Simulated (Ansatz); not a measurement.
B₂N₂H₈⁺, that is (H2B-mu-NH2)2 with one electron fewer. Charge 1, multiplicity 2. Geometry PBE-D4/def2-SVP, that of the neutral singlet; atoms count from 1.

```xyz
12

B     1.105    0.100   -0.101
H     1.631    0.806   -0.954
H     1.889   -0.490    0.634
N     0.013   -0.897   -0.736
B    -1.105   -0.101    0.103
H    -1.895    0.486   -0.628
H    -1.624   -0.809    0.959
N    -0.014    0.899    0.734
H     0.126   -1.884   -0.484
H    -0.086   -0.842   -1.755
H     0.085    0.849    1.753
H    -0.127    1.885    0.476
```

(1) Estimate the Mulliken populations from the PBE0/def2-TZVP orbitals of Ansatz.

(2) Where does the spin sit?

(3) And the Mayer bond orders between bonded heavy atoms (over 0.3)?

## Answers

(1) 
```tsv
atom	charge (e)	spin (α − β)
B1	-0.15	0.06
H2	0.12	0.09
H3	0.12	0.09
N4	-0.20	0.28
B5	-0.15	0.06
H6	0.12	0.09
H7	0.12	0.09
N8	-0.20	0.28
H9	0.31	-0.01
H10	0.31	-0.01
H11	0.31	-0.01
H12	0.31	-0.01
```
Mulliken values and Mayer orders depend strongly on the basis.

(2) Summed by element: B 0.12, H 0.32, N 0.57, of 1 unpaired in all. Largest on single atoms: N4 0.28, N8 0.28, H2 0.09.

(3) B1–N4 0.81 (1.61 Å); B1–N8 0.81 (1.61 Å); N4–B5 0.81 (1.61 Å); B5–N8 0.81 (1.61 Å).
